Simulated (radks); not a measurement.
The numbers below are computed, except where a source is named.
Task: The mean radii <r> (bohr) of the occupied orbitals of an atom or ion are listed with their occupations. Code: a radial shooting solver on a logarithmic mesh with Libxc functionals. Model: scalar-relativistic Kohn-Sham, PBE, spin-polarised, spherical densities, finite nucleus; Fermi nuclear charge, rms radius of each element as measured or else 0.836 A^(1/3) + 0.57 fm.

orbital  occ.      <r>
1s up       1  0.09688
1s down     1  0.09687
2s up       1   0.4789
2s down     1   0.4788
2p up       3   0.4424
2p down     3   0.4423
3s up       1    1.631
3s down     1    1.643
3p up       3    1.873

Name the element and its charge. Open shells, if any, are filled with parallel spins first.

Result: Z = 16, sulfur, charge +1: S+ in [Ne] 3s2 3p3. The 1s radius gives Z: for a bare nucleus <r> = (2 gamma + 1)/(2Z) with gamma = sqrt(1 - (Z/c)^2), 0.09332 bohr for Z = 16, and screening makes it slightly larger (0.09688 here). The occupations add up to 15, and the charge is Z minus that.
